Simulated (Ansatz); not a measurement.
A made-up structure of CHSeSi (charge +1), closed shell:

```xyz
4
angstrom
C 0.3580 -0.0513 -0.0592
Si -0.1668 1.3304 0.5365
Se -1.2737 -0.7901 -0.1681
H 1.0825 -0.4890 -0.3092
```

It is relaxed with PBE-D4/def2-SVP and then PBE0-D4/def2-TZVP (Ansatz 0.2.0). Atoms count as bonded within 1.22 times the sum of their covalent radii (H–H: 0.88 Å). The end point is not checked to be a true minimum.

Does its bonding change? (Judge from chemistry; the calculation decides.)

The calculation gives: No: no bond forms or breaks.

Where it ends: The first stage lowers the energy by 2.56 eV in 6 steps. It ends as CHSeSi ([CH]1[Si][Se]1), total charge +1:
C1  (0.405, -0.104, -0.085)
Si2  (-0.404, 1.423, 0.598)
Se3  (-1.282, -0.653, -0.114)
H4  (1.280, -0.666, -0.400)
(Å)

Labels in which every atom is bracketed show which atoms are joined, not bond orders.

For scale, one of the runs: PBE0-D4/def2-TZVP relaxation, 122 basis functions, launched by `ansatz run in.yaml --threads 2 --pin off --events-out ev --progress --plain --max-ram 4352MiB`. Hardware: 2 CPU threads of an Arm Neoverse V1, shared host. Wall time about 14 s.
